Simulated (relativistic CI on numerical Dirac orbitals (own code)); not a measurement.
Computed by Dirac-Coulomb-Breit CI, separate exchange-only KLI orbitals for each configuration, model QED (radiative potential, 1s self-energy scaled to tabulated hydrogen-like ionisation energies), unscaled Slater integrals (own radial code, finite nucleus).

CI space (outside the closed core [Ne]): 3s²3p⁶3d⁹, 3s²3p⁵3d¹⁰, 3s3p⁶3d¹⁰, 3s²3p⁶3d⁸4s, 3s²3p⁶3d⁸4p, 3s²3p⁶3d⁸4d, 3s²3p⁶3d⁷4s², 3s²3p⁶3d⁷4s4p, 3s²3p⁶3d⁸4f, 3s²3p⁶3d⁸5s, 3s²3p⁶3d⁷4p², 3s²3p⁶3d⁸5p, 3s²3p⁶3d⁷4s4d, 3s²3p⁶3d⁸5d, 3s²3p⁶3d⁷4p4d, 3s²3p⁵3d⁹4s, 3s²3p⁶3d⁸5f, 3s²3p⁶3d⁸6s, 3s²3p⁶3d⁸5g, 3s²3p⁶3d⁸6p, 3s²3p⁵3d⁹4p, 3s²3p⁶3d⁸6d, 3s²3p⁶3d⁷4d², 3s²3p⁵3d⁸4s², 3s²3p⁴3d¹⁰4s, 3s²3p⁵3d⁸4s4p, 3s²3p⁴3d¹⁰4p, 3s²3p⁵3d⁹4d, 3s²3p⁵3d⁸4p², 3s²3p⁵3d⁸4s4d, 3s3p⁶3d⁹4s, 3s²3p⁴3d¹⁰4d, 3s3p⁶3d⁸4s², 3s3p⁵3d¹⁰4s, 3s²3p⁵3d⁸4p4d, 3s²3p⁵3d⁹4f. Levels of other configurations are missing.

At this charge energies of transitions that change n are usually good to better than 1 %, and those within a shell (Δn = 0) to a few per cent.

Outline of the computed level scheme of Rb XI. Lowest level of each configuration: 3s²3p⁶3d⁹ ²D5/2 at 0.000 eV; 3s²3p⁶3d⁸4s ⁴F9/2 at 116.269 eV; 3s²3p⁵3d¹⁰ ²P°3/2 at 130.784 eV; 3s²3p⁶3d⁸4p ⁴D°7/2 at 137.495 eV.

Some strong electric-dipole decays among the lowest 45 levels: 3s²3p⁵3d¹⁰ ²P°1/2 → 3s²3p⁶3d⁹ ²D3/2 (3.9e+11 s⁻¹); 3s²3p⁵3d¹⁰ ²P°3/2 → 3s²3p⁶3d⁹ ²D5/2 (3.0e+11 s⁻¹); 3s²3p⁶3d⁸4p ²D°3/2 → 3s²3p⁶3d⁹ ²D3/2 (8.1e+10 s⁻¹); 3s²3p⁶3d⁸4p ²D°5/2 → 3s²3p⁶3d⁹ ²D5/2 (5.5e+10 s⁻¹); 3s²3p⁶3d⁸4p ²D°5/2 → 3s²3p⁶3d⁹ ²D5/2 (4.9e+10 s⁻¹); 3s²3p⁶3d⁸4p ²D°3/2 → 3s²3p⁶3d⁹ ²D3/2 (3.7e+10 s⁻¹); 3s²3p⁶3d⁸4p ²F°7/2 → 3s²3p⁶3d⁹ ²D5/2 (3.2e+10 s⁻¹); 3s²3p⁵3d¹⁰ ²P°3/2 → 3s²3p⁶3d⁹ ²D3/2 (3.1e+10 s⁻¹).

LS names give the leading component of a level, which can be under half, so a name can repeat, a term be missing and a line seem to break the LS rules.
